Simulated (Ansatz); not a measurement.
Total energies of the cluster Li₃F₃ from Ansatz at PBE-D4/def2-TZVPD, gas phase (1 Eh = 27.2114 eV = 2625.5 kJ/mol). The reference geometry is relaxed at r2SCAN-D4/def2-TZVP.

```xyz
6

Li    1.2557   -0.4857   -0.9476
Li    0.2863    0.5727    1.5141
Li   -1.5415   -0.0876   -0.5677
F    -0.3075   -0.6147   -1.6253
F     1.6545    0.0941    0.6094
F    -1.3476    0.5213    1.0170
```

```json
{"state": "charge 0 singlet", "geometry": "reference", "energy (Eh)": "-322.23552"}
{"state": "charge -1 doublet", "geometry": "reference", "energy (Eh)": "-322.22776"}
{"state": "free Li atom (doublet)", "geometry": "–", "energy (Eh)": "-7.46192"}
{"state": "free F atom (doublet)", "geometry": "–", "energy (Eh)": "-99.67049"}
```

Task: Work out the vertical electron affinity, to the doublet.

Result: E(charge 0 singlet) − E(charge -1 doublet) = -322.23552 − (-322.22776) = -0.00776 Eh = -0.21 eV; negative, so the extra electron isn't bound.

Task: What is the binding energy per atom against free atoms?

Result: Atoms: 3 × (-7.46192) + 3 × (-99.67049) = -321.39723 Eh. Binding: -321.39723 − (-322.23552) = 0.83829 Eh = 22.81 eV, or 3.80 eV for each of 6 atoms (no zero-point energy, no counterpoise term).

At PBE-D4/def2-TZVPD the highest occupied level of the charge -1 doublet lies above zero (up to 1.33 eV). By energy differences it is unbound by 0.21 eV (vertical, to the charge 0 singlet, at PBE-D4/def2-TZVPD) and held by the finite basis. At PBE-D4/def2-TZVPD the gap within one spin of the charge -1 doublet nearly closes, so an electron or hole may be smeared out by delocalisation error. 

The structure comes from a short search, and lower isomers may exist.
